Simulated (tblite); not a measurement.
C4H8Si.
Cartesian coordinates in Å at the GFN2-xTB level; atoms count from 1:
```xyz
13
C4H8Si angstrom
C     -2.2860    0.0811   -1.5697
C     -1.6294    0.1621   -0.4160
C     -0.2008   -0.0151   -0.2908
C      0.4684    0.0637    0.8636
Si     2.3191   -0.1597    1.0688
H     -1.7739   -0.1268   -2.4954
H     -3.3521    0.2180   -1.6320
H     -2.1668    0.3725    0.5010
H      0.3318   -0.2246   -1.2103
H     -0.1056    0.2759    1.7597
H      2.9354   -0.4372   -0.2291
H      2.8879    1.0639    1.6426
H      2.5676   -1.2733    1.9898
```

Computed values, GFN2-xTB/tblite, gas phase, harmonic and unscaled. The method is semi-empirical: single wavenumbers can be off by several per cent or more. Modes of hydrogen on silicon can be 10 to 20 % off. One conformer, not necessarily the lowest.

Harmonic wavenumbers (cm⁻¹): 66.8, 129.7, 153.2, 190.3, 346.6, 434.2, 517.0, 547.0, 612.4, 775.3, 776.3, 783.9, 796.0, 826.8, 885.6, 949.9, 987.2, 1038.9, 1141.4, 1223.8, 1290.1, 1300.1, 1410.3, 1633.6, 1660.1, 2233.5, 2243.3, 2263.3, 3015.9, 3042.0, 3052.3, 3096.8, 3126.3.

A = 23040, B = 1394, C = 1334 MHz; mass 84.040 u (most abundant isotopes); point group Cs, symmetry number 1.

What is the zero-point energy?

Half the sum of the wavenumbers: 21275 cm⁻¹ = 254.50 kJ/mol.

Entropy at 400 K, 1 bar (ideal gas, RRHO, classical rotation)?

Translation 170.23, rotation 114.21, vibration 101.21: S = 385.6 J/(mol K).

And Cp and H(400 K) − H(0)?

Cp = 144.67 J/(mol K), of which vibrations give 111.41 (their classical limit is 33 R = 274.4); H(400 K) − H(0) = 35.19 kJ/mol without the zero-point energy, 21.89 from vibrations.

How do the functions run with temperature in this model?

| T (K) | S (J/(mol K)) | Cp (J/(mol K)) | H − H(0) (kJ/mol) | G − H(0) (kJ/mol) | ln q(vib) |
| --- | --- | --- | --- | --- | --- |
| 100 | 257.4 | 60.2 | 4.54 | -21.21 | 0.84 |
| 200 | 307.1 | 87.0 | 11.85 | -49.57 | 2.37 |
| 300 | 348.1 | 117.2 | 22.06 | -82.36 | 3.96 |
| 500 | 420.5 | 167.4 | 50.83 | -159.39 | 7.24 |
| 800 | 510.4 | 214.7 | 108.78 | -299.51 | 12.05 |
| 1000 | 560.6 | 235.5 | 153.90 | -406.72 | 15.04 |

q(vib) and H(0) count from the zero-point level.

Which modes carry the vibrational entropy at 400 K?

66.8 cm⁻¹: 20.19; 129.7 cm⁻¹: 14.73; 153.2 cm⁻¹: 13.37; 190.3 cm⁻¹: 11.63; 346.6 cm⁻¹: 7.00; 434.2 cm⁻¹: 5.40 J/(mol K); the other 27 give 28.88 together.

Blend soft modes into free rotors: weight 1/[1 + (100 cm⁻¹/ν̃)⁴] for the oscillator and the rest for a rotor with moment μB/(μ + B), μ = h/(8π²ν), B = 10⁻⁴⁴ kg m². What vibrational entropy results?

95.70 J/(mol K) in place of 101.21, which changes −T·S at 400 K by +2.20 kJ/mol.

What must be added to the electronic energy to get the Gibbs energy at 400 K and 1 bar?

ZPE + [H(400 K) − H(0)] − T·S = 254.50 + 35.19 − 154.26 = 135.43 kJ/mol.

Hindered rotation and anharmonicity are outside this model. Other conformers, if any are populated, would add a mixing term that is left out.
